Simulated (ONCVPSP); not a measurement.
**Reading a pseudo-wave (S (Z = 16))**

Columns: radius, all-electron u(r) and pseudo u(r) of the 2s shell (level -237.44 eV) of sulfur in the configuration [He] 2s2 2p6 3s2 3p2; PBE, scalar-relativistic, ONCV scheme, ONCVPSP 4.0.1.

| r (bohr) | all-electron | pseudo |
| --- | --- | --- |
| 0.032 | -0.6371 | 0.1210 |
| 0.065 | -0.6612 | 0.2530 |
| 0.098 | -0.3901 | 0.3972 |
| 0.130 | -0.0244 | 0.5502 |
| 0.162 | 0.3491 | 0.7132 |
| 0.195 | 0.6946 | 0.8850 |
| 0.228 | 0.9786 | 1.0508 |
| 0.260 | 1.1899 | 1.1958 |
| 0.292 | 1.3411 | 1.3165 |
| 0.325 | 1.4414 | 1.4092 |
| 0.358 | 1.4942 | 1.4668 |
| 0.390 | 1.5080 | 1.4892 |
| 0.422 | 1.4933 | 1.4825 |
| 0.455 | 1.4546 | 1.4496 |
| 0.488 | 1.3988 | 1.3968 |
| 0.520 | 1.3332 | 1.3324 |
| 0.552 | 1.2599 | 1.2595 |
| 0.585 | 1.1800 | 1.1796 |
| 0.618 | 1.0980 | 1.0976 |
| 0.650 | 1.0186 | 1.0182 |
| 0.682 | 0.9407 | 0.9403 |
| 0.715 | 0.8630 | 0.8627 |
| 0.748 | 0.7888 | 0.7886 |
| 0.780 | 0.7208 | 0.7205 |
| 0.812 | 0.6567 | 0.6565 |
| 0.845 | 0.5951 | 0.5948 |

(1) How many radial nodes do the two functions have?

(2) At about which radius was the pseudo-wave matched?

(3) Where does each function peak?

(4) Is the pseudo-wave norm-conserving?

## Answers

(1) The all-electron 2s function has n − l − 1 = 1; the pseudo-wave has 0, since the states of the same l below it are removed with the core.

(2) 0.65 bohr. The columns agree to 0.0005 from 0.55 bohr on; several derivatives are matched, so the curves merge somewhat inside the radius.

(3) Outermost all-electron maximum near 0.39 bohr, pseudo maximum near 0.39 bohr (to the table’s step).

(4) Yes: the ONCV scheme keeps the norm inside the radius equal to the all-electron one, which fixes the energy derivative of the logarithmic derivative at the level.
